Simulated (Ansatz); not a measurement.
`[O]1[GeH2][GeH2]1`, charge 0, multiplicity 1.

**Question.** Give a relaxed structure at PBE0-D4/def2-TZVP (Ansatz 0.2.0). (Estimate.)

**Answer.** Computed: 
Z-matrix (Å, degrees):
```
Ge
Ge 1 2.310
O 1 1.833 2 50.9
H 1 1.535 2 123.4 3 -93.2
H 1 1.535 2 123.4 3 93.2
H 2 1.535 1 123.4 3 93.2
H 2 1.535 1 123.4 3 -93.2
```
Point group C2v.
